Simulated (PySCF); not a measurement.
Si(H)(F)(Et)(OH) (C₂H₇FOSi), SMILES O[SiH](CC)F. The structure is a stationary point at PBE0-D3(BJ)/def2-SVP. One conformer was computed; it need not be the lowest.

Give the equilibrium geometry at PBE0-D3(BJ)/def2-SVP (PySCF confirms it by a frequency run) as bond lengths and angles. (An estimate is asked for; the answer gives what the named calculation found.)

This is not unique; one that fits is 
Atoms: Si1 O2 F3 C4 C5 H6 H7 H8 H9 H10 H11 H12. Bonded distances (Å): Si1–O2 1.654, Si1–F3 1.628, Si1–C4 1.864, Si1–H6 1.482, O2–H7 0.962, C4–C5 1.527, C4–H8 1.105, C4–H9 1.104, C5–H10 1.102, C5–H11 1.101, C5–H12 1.101. Bond angles (°): O2–Si1–F3 109.5, O2–Si1–C4 112.6, O2–Si1–H6 105.6, F3–Si1–C4 107.0, F3–Si1–H6 108.1, C4–Si1–H6 114.0, Si1–O2–H7 117.5, Si1–C4–C5 113.7, Si1–C4–H8 107.8, Si1–C4–H9 107.8, C5–C4–H8 110.9, C5–C4–H9 111.0, H8–C4–H9 105.3, C4–C5–H10 111.5, C4–C5–H11 111.8, C4–C5–H12 111.4, H10–C5–H11 107.3, H10–C5–H12 106.9, H11–C5–H12 107.6.
